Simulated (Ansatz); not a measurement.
Reaction (formal exchange of groups at a Ge–Si bond): `Cl[SiH2][SiH2][GeH3]` + `NCSCO` → `OC[S][GeH3]` + `NC[SiH2][SiH2]Cl`

Isolated molecules relaxed with PBE0-D4/def2-TZVP in Ansatz; ΔE leaves out vibrations. CCSD(T)/CBS adds triple-zeta CCSD(T) − MP2 to the extrapolated MP2 energy (def2 sets, frozen cores). Functionals use def2-TZVPP. For Ge outer-core shells are correlated without core-valence functions, which leaves a few kJ/mol of doubt a bond. Scalar relativity is left out up to krypton. One conformer a species, not always the lowest.

`Cl[SiH2][SiH2][GeH3]`:

```xyz
11

Cl   -0.380    2.359   -1.555
Si   -0.560    1.817    0.430
Si   -0.740   -0.509    0.529
Ge    1.076   -1.492   -0.656
H     0.656    2.292    1.137
H    -1.745    2.520    0.984
H    -0.718   -0.938    1.956
H    -2.035   -0.926   -0.073
H     0.997   -1.122   -2.144
H     2.408   -0.978   -0.087
H     1.042   -3.023   -0.521
```

`NCSCO`:

Cartesian coordinates in Å:
```
N -1.183 -1.807 0.944
C -0.839 -0.511 0.450
S 0.500 -0.542 -0.813
C 0.806 1.228 -0.973
O 1.374 1.823 0.161
H -1.512 -2.415 0.205
H -0.394 -2.256 1.391
H -1.716 -0.047 -0.006
H -0.499 0.124 1.268
H 1.437 1.334 -1.863
H -0.136 1.748 -1.155
H 2.163 1.321 0.391
```

`OC[S][GeH3]`:

Z-matrix (Å, degrees):
```
C
S 1 1.831
O 1 1.392 2 115.0
H 1 1.096 2 108.5 3 127.1
H 1 1.090 2 105.1 3 -117.1
Ge 2 2.215 1 99.5 3 -85.0
H 3 0.962 1 109.1 2 61.8
H 6 1.539 2 110.0 1 -62.9
H 6 1.532 2 106.9 1 176.2
H 6 1.543 2 110.0 1 56.7
```

`NC[SiH2][SiH2]Cl`:

```xyz
13

N     0.551   -2.041   -1.222
C    -0.299   -1.054   -0.566
Si    0.695    0.505   -0.189
Si   -0.581    1.991    1.092
Cl   -1.241    0.993    2.782
H     0.023   -2.870   -1.467
H     1.299   -2.336   -0.608
H    -1.100   -0.763   -1.254
H    -0.792   -1.400    0.356
H     1.908    0.145    0.599
H     1.130    1.184   -1.440
H     0.195    3.174    1.546
H    -1.789    2.471    0.370
```

Q: Is it downhill or uphill in electronic energy at CCSD(T)/CBS, and by how much? (An estimate is asked.)

A: Ansatz gave: Downhill: ΔE = -6.8 kcal/mol.

Q: What do these levels give: PBE0-D4, PBE, HF/def2-TZVPP, SCS-MP2/def2-TZVPP, CCSD/def2-TZVPP, HF/CBS(def2)? (An estimate is asked.)

A: The calculation gave: PBE0-D4 -5.4, PBE -4.5, HF/def2-TZVPP -9.1, SCS-MP2/def2-TZVPP -8.0, CCSD/def2-TZVPP -7.3, HF/CBS(def2) -9.2 kcal/mol.

Largest T1 diagnostic among the species: 0.012.

In def2-TZVPP, CCSD(T) changes the Hartree–Fock value by +2.1 kcal/mol (the triples alone add +0.3 kcal/mol) and MP2 by +1.3 kcal/mol. From PBE to PBE0 (25 % exact exchange), in def2-TZVPP and without D4, ΔE moves by −0.9 kcal/mol.
